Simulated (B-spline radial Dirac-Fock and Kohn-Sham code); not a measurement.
## Binding energies of Ti in different valence configurations

These are calculated numbers from a radial finite-basis atomic code; the model is ΔSCF Dirac-Fock with Breit, self-energy and vacuum polarisation, finite nucleus, configuration average. No correlation.

Reference: the tabulated ground configuration [Ar] 3d2 4s2, with 1s 4976.3 eV, 2s 574.1 eV, 2p1/2 472.3 eV, 2p3/2 466.7 eV, 3p1/2 45.59 eV, 3p3/2 44.95 eV, Kα1 4509.5 eV, Kβ1 4931.3 eV.

Question: One of these configurations gives the following shifts from the reference, in eV: average energy +5.46, 1s -8.91, 2s -10.67, 2p1/2 -10.36, 2p3/2 -10.36, 3p1/2 -7.69, 3p3/2 -7.64, Kα1 +1.45, Kβ1 -1.27. Which?
A. [Ar] 3d2 4s1 4p1
B. [Ar] 3d3 4s1
C. [Ar] 3d1 4s2 4p1
D. [Ar] 3d4

Answer: D. The others give [Ar] 3d2 4s1 4p1: 1s +1.18; [Ar] 3d3 4s1: 1s -5.54; [Ar] 3d1 4s2 4p1: 1s +8.10.
